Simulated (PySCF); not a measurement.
Ionisation energy of Cr+ by level of theory

Cr+ [Ar] 3d5 (6S) → Cr(2+) [Ar] 3d4 (5D), as a difference of total energies. Computed with PySCF 2.14 in cc-pVTZ-DK, with the spin-free X2C one-electron Hamiltonian (Gaussian nucleus). Correlated levels: valence: [Ar] frozen. The calculations carry no spin-orbit coupling.

| method | ionisation energy (eV) | difference from reference (eV) |
| --- | --- | --- |
| UHF | 15.007 | -1.479 |
| PBE0 | 16.807 | +0.321 |
| r2SCAN | 16.869 | +0.383 |
| MP2 (valence) | 15.981 | -0.505 |
| SCS-MP2 (valence) | 15.332 | -1.154 |

Reference: 16.486 eV (measured; NIST Atomic Spectra Database, ionization energies).

The reference lies between the lowest fine-structure levels, while these numbers refer to the centres of the terms.

Errors of the correlated levels include the incompleteness of this basis and the frozen core.
